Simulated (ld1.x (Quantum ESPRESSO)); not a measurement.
# Before and after: PAW potential for Ga (Z = 31)

ld1.x (Quantum ESPRESSO) 7.5 input, shortened:

```
&input
   title='Ga', zed=31., rel=1, dft='PBE', iswitch=3,
   config='[Ar] 3d10 4s2 4p0.5 4f-2'
 /
 &inputp
   pseudotype=3, lpaw=.true., tm=.true., lloc=-1, rcloc=1.35,
   nlcc=.true., new_core_ps=.true., rcore=0.65,
   which_augfun='BESSEL', rmatch_augfun=0.95
 /
8
4S  1  0   2.00   0.00  1.15  1.60  0.0
4S  1  0   0.00   1.00  1.15  1.60  0.0
4P  2  1   0.50   0.00  1.80  2.40  0.0
4P  2  1   0.00   1.55  1.80  2.40  0.0
3D  3  2  10.00   0.00  1.10  1.45  0.0
3D  3  2   0.00  -0.85  1.10  1.45  0.0
4F  4  3  -2.00   0.45  1.80  2.35  0.0
4F  4  3  -2.00   2.50  1.80  2.35  0.0
 &test
   configts(1)='3d10 4s2 4p0.5'
 /
```

Change: wave 4s channel at 1 Ry: rcut 1.15, rcutus 1.60 bohr becomes 4s channel at 4.95 Ry: rcut 1.15, rcutus 1.60 bohr.

Cutoffs: the cutoffs (Ry, on a coarse ladder) from which the occupation-weighted sum of valence levels, in a spherical-Bessel basis at the reference potential, stays within 10 and 1 mRy of its value at 400 Ry; they do not see the model core or the augmentation charge, which bear on the density cutoff. Errors are all-electron minus pseudo energies relative to the spin-unpolarised reference configuration.

**Question.** Predict the effect on cutoff, ghosts and configuration errors.

**Answer.** The potential gets neither clearly harder nor softer (55 Ry and 90 Ry → 55 Ry and 90 Ry); the bound ghost in s disappears; of the 7 tests that both files solve, the error grows in 0 and shrinks in 1 by more than 15 % and 0.3 meV (median size 3.4 → 3.3 meV); the range in which the s phases agree narrows (upper end at the end of the scan → 2.7).

```tsv
quantity	base	changed
cutoff, loose	55 Ry	55 Ry
cutoff, tight	90 Ry	90 Ry
loose cutoff by channel (10 mRy a level)	s 10 Ry, p 6 Ry, d 45 Ry	s 12 Ry, p 6 Ry, d 45 Ry
bound ghosts	s	none
error for 3d10 4s2 4p1, meV [ΔE -2.03 eV]	+0.2	+0.3
error for 3d10 4s2 4p0, meV [ΔE 3.66 eV]	-0.4	-0.3
error for 3d10 4s1 4p0, meV [ΔE 24.79 eV]	-4.2	-3.3
error for 3d10 4s1 4p1, meV [ΔE 11.03 eV]	-2.2	-2.1
error for 3d10 4s0 4p0, meV [ΔE 56.06 eV]	-14	-14
error for 3d9 4s0 4p0, meV [ΔE 119.93 eV]	-393	-393
error for 3d10 4s0 4p3, meV [ΔE 11.34 eV]	-3.4	-3.4
s: phases at 2.61 bohr within 0.05 rad from the reference energy up to (Ry; the scan ends near 5)	to the end of the scan	2.7
p: phases at 2.61 bohr within 0.05 rad from the reference energy up to (Ry; the scan ends near 5)	3.9	3.9
d: phases at 2.61 bohr within 0.05 rad from the reference energy up to (Ry; the scan ends near 5)	to the end of the scan	to the end of the scan
f: phases at 2.61 bohr within 0.05 rad from the reference energy up to (Ry; the scan ends near 5)	to the end of the scan	to the end of the scan
lowest overlap eigenvalue by channel	s 0.53, p 0.54, d 1.00, f 0.45	s 0.59, p 0.54, d 1.00, f 0.45
```

 A true bound ghost makes a file unfit for plane-wave use even where its test errors are small: the radial tests pick states by their node count and pass the ghost by.
